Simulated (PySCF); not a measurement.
Gas-phase reaction: 2 InH + 4 OH = In₂O + 3 H₂O

Method: PySCF energies (xtb for GFN2) plus ideal-gas RRHO corrections (1 bar). † marks an energy on the PBE0/def2-TZVP geometry and frequencies; other levels use their own. Open shells (unrestricted): OH (multiplicity 2); the rest are closed-shell singlets. GFN2 has no spin-polarisation term. Spin-orbit splitting is ignored; it lowers the true energy and changes the entropy of OH. In: scalar-relativistic def2 core potential, no spin-orbit coupling. InH: computed as isolated molecules; such fragments, hydroxides, amides, oligomers or adducts are transient or little studied in the gas.

PBE0/def2-SVP† gives ΔH°(298 K) = -1231 kJ.

Task: What do ωB97X-V/def2-TZVP†, GFN2-xTB, LDA/def2-TZVP† give?

Result: ωB97X-V/def2-TZVP†: -1264 kJ; GFN2-xTB: -1700 kJ; LDA/def2-TZVP†: -1547 kJ. For scale, ΔH°(298 K) is -1231 kJ at this level, -1276 kJ at ωB97M-V/def2-TZVP†, and runs from -1700 to -816 kJ over the 18 levels computed.
